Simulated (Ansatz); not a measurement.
Cartesian coordinates in Å:
```
N -0.5162 0.9092 1.5996
Sn 0.4752 -0.0928 0.1479
N -0.2558 -1.9352 -0.2310
N 0.0437 0.8359 -1.5955
H -1.2887 1.4673 1.2606
H 0.0653 1.4912 2.1869
H 2.1038 -0.2551 0.6513
H -0.1262 -2.5914 0.5281
H -1.2418 -1.9247 -0.4603
H 0.3990 1.7793 -1.6765
H 0.3416 0.3162 -2.4112
```

Total charge 0; spin multiplicity 1. Sn takes the def2 core potential.

Q: List the B3LYP/def2-TZVPP orbital energies in eV (Ansatz 0.2.0). (Estimate.)

A: Ansatz gave: Occupied: -388.86, -388.79, -388.79, -138.55, -93.43, -93.41, -93.39, -27.91, -27.87, -27.77, -27.63, -27.61, -22.72, -22.12, -22.08, -13.73, -12.86, -12.79, -12.60, -10.11, -9.84, -9.31, -7.14, -6.94, -6.87. Lowest empty: -0.28, 0.24, 0.43, 1.31, 1.97, 2.40, 2.56, 2.94.

B3LYP here is the variant with VWN-RPA as its local correlation; programs differ in this.
